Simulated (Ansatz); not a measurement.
Cost and result up the ladder for Sn₃₁H₃₆, a nanocrystal cut from cubic tin (67 atoms). Charge 0, multiplicity 1. Geometry: r2SCAN-D4/def2-SVP.

Cartesian coordinates in Å:
```
Sn -2.856 -0.384 4.826
Sn -5.522 0.463 0.702
Sn 0.870 -2.914 4.418
Sn 2.238 -4.597 0.406
Sn -3.953 -1.217 -3.228
Sn -0.179 -3.708 -3.424
Sn -1.583 -2.022 0.631
Sn -1.364 2.467 1.458
Sn 2.537 -0.074 1.228
Sn 0.115 0.823 -2.588
Sn 1.157 1.674 5.198
Sn -3.858 3.250 -2.362
Sn 0.622 5.385 -1.643
Sn 3.948 -1.745 -2.831
Sn 4.288 2.710 -1.999
Sn -1.719 -2.516 3.401
Sn -4.157 -1.690 -0.464
Sn -1.458 1.970 4.227
Sn -3.954 2.764 0.398
Sn -0.329 -4.193 -0.658
Sn 2.112 -5.091 3.163
Sn 2.346 -0.563 3.993
Sn 3.728 -2.267 -0.079
Sn -2.742 -3.393 -4.509
Sn -2.487 1.150 -3.618
Sn 1.349 -1.385 -3.835
Sn -0.059 0.313 0.182
Sn -0.002 4.890 1.040
Sn 4.199 2.139 0.743
Sn 1.681 3.139 -2.949
Sn 5.491 0.546 -3.308
H -2.703 -0.712 6.511
H -4.534 -0.218 4.489
H -7.012 0.697 -0.131
H -5.899 0.153 2.351
H 0.757 -3.208 6.119
H 2.983 -5.930 -0.407
H -5.547 -0.975 -3.857
H 0.633 -5.038 -4.175
H 1.136 1.495 6.911
H 2.093 3.075 4.839
H -5.468 3.301 -2.977
H -3.128 4.767 -2.715
H -0.794 5.925 -2.455
H 1.777 6.662 -1.731
H 4.657 -3.117 -3.609
H 5.215 4.146 -2.259
H -2.652 -3.950 3.656
H -5.042 -3.154 -0.210
H -2.216 3.313 5.010
H -4.713 4.102 1.189
H -1.292 -5.606 -0.387
H 1.221 -6.533 3.472
H 3.697 -5.322 3.797
H 3.945 -0.776 4.618
H 5.315 -2.463 0.585
H -3.678 -4.819 -4.271
H -2.647 -3.115 -6.207
H -2.368 1.463 -5.315
H 1.430 -1.059 -5.532
H 1.446 4.894 1.969
H -0.984 6.174 1.639
H 3.676 3.511 1.640
H 5.781 1.744 1.300
H 1.767 3.483 -4.642
H 7.098 0.319 -2.732
H 5.589 0.847 -5.001
```

Ansatz on 11 threads of AMD EPYC 7R13 on a shared host and a whole NVIDIA H100 80GB HBM3. Times are rough, and most runs start from the orbitals of an earlier one. PBE0-D4/def2-SVP serves as the yardstick here, not as an exact answer. Differences are given only for rows in sets of like size (and for xTB, whose basis is part of the method), since another set adds its own error. Binding counts from free atoms at the same level (Sn triplet, H doublet; other spins of the atoms weren't run), without zero-point energy or a counterpoise term.

In the def2 sets Sn takes a core potential; there is no spin–orbit coupling. Single mean-field runs in def2-SVP, def2-mTZVP are fitted with def2-universal-jkfit.

```
                           level  functions  wall time
                 PBE-D4/def2-SVP        986       12 s
            LDA (SPW92)/def2-SVP        986       12 s
            r2SCAN-D4/def2-mTZVP       1224       15 s
r2SCAN-D4/def2-SVP (with forces)        986       18 s
  PBE0-D4/def2-SVP (with forces)        986       28 s
```

**Question.** Estimate what each level gives for the binding energy per atom (eV).

**Answer.** 
```csv
level,binding energy per atom (eV),difference from PBE0-D4/def2-SVP (eV)
PBE-D4/def2-SVP,2.52,0.00
LDA (SPW92)/def2-SVP,2.93,0.41
r2SCAN-D4/def2-mTZVP,2.49,–
r2SCAN-D4/def2-SVP (with forces),2.51,-0.01
PBE0-D4/def2-SVP (with forces),2.52,0.00
```
